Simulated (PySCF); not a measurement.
## Unknown compound

An unknown has the formula CH₃NOSi. Its calculated NMR data are:

1H NMR (600 MHz, computed): δ 5.00 (s, 2H), 1.59 (br s, 1H).

13C{1H} NMR (computed): δ 125.6 (C).

- shielding tensors at PBE0/pcSseg-1 (GIAO)
- geometry from GFN2-xTB
- code: PySCF 2.14
- one conformer, in vacuum, relativity neglected, rapidly exchanging positions averaged

Referencing at the same level of theory: TMS for 1H (σref 31.72), 13C (σref 186.93).

Q: Propose a structure and justify it.

A: 
- Rings plus π bonds: 2 (no ring in the answer).
- Carbon types of the structure: 1 × C, leaving 3 H on heteroatoms.
- δC 125.6: nitrile carbon; C≡N carbons fall here, among the sp2 signals but without a proton.
- δH 5.00: hydrogen on a silicon bonded to C, O.
- δH 1.59: hydrogen on an oxygen bonded to Si; exchangeable, gas-phase position.

These data were computed for SMILES N#C[SiH2]O.

The OH or NH signal is concentration- and solvent-dependent in practice; the value given is the gas-phase one. Shifts are as computed. Against solution values, carbons near 30 ppm lie about +3 ppm off and those near 130 ppm about +5 ppm (rms about the fit 2.1 ppm; single classes can miss by 10 ppm). Of 1328 compounds with measured shifts, 309 miss one by over three times the rms of a fit or turn the order of signals round; such compounds aren't used in these exercises. Signals without a measured value on file couldn't be tested in this way; 1H shifts scatter by 0.2 ppm about their fit, and single ones miss by 0.5 ppm.
